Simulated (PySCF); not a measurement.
**AsI at PBE0**

Computed with PBE0; As cc-pVTZ-PP with ECP10, I cc-pVTZ-PP with ECP28; scalar-relativistic core potentials (PySCF 2.14).

For AsI, the state is singlet, one real π or δ orbital doubly filled, a mixture of terms (⟨Lz²⟩ = 2.0), a second solution, started from another occupation, the bond length is 2.464 Å and the harmonic wavenumber is 275 cm⁻¹. The force constant is 2.11 mdyn/Å. The rotational constant Be is 0.05895 cm⁻¹ and the anharmonicity ωexe is 0.587 cm⁻¹. The vibration–rotation constant αe is 0.000174 cm⁻¹, the energy of the minimum from ground-state As + I is -1.22 eV and the HOMO–LUMO gap is 1.18 eV. The bond order (Mayer) is 1.48 and the dipole moment (positive dipole means As(−)I(+)) is -0.05 D.

Spin–orbit coupling is left out, which matters for elements this heavy, above all for dissociation energies.
